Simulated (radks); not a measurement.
The numbers below are computed, except where a source is named.
The gallium ion Ga21+, [Ne]. Code: a radial shooting solver on a logarithmic mesh with Libxc functionals. Model: non-relativistic Kohn-Sham, r2SCAN, spin-polarised, spherical densities, point nucleus; meta-GGA in the generalised Kohn-Sham scheme. Every spin shell is full or empty, so the densities are truly spherical. Functionals are evaluated on that one density, not self-consistently. Rank these orbital-free kinetic functionals by their error against the exact value of the orbitals, and give that value: Thomas-Fermi, von Weizsacker, TF + vW, TF + vW/9, APBEK, revAPBEK, PG1, DePristo-Kress, Ernzerhof.

Answer. Exact: 1665.78 hartree. From best to worst, with 100 (|E| - |E exact|)/|E exact| (equal figures are ties): TF + vW/9 +0.08, DePristo-Kress +0.75, APBEK +0.79, Ernzerhof +0.88, revAPBEK +1.12, Thomas-Fermi -6.32, PG1 +24.25, von Weizsacker -42.39, TF + vW +51.28.
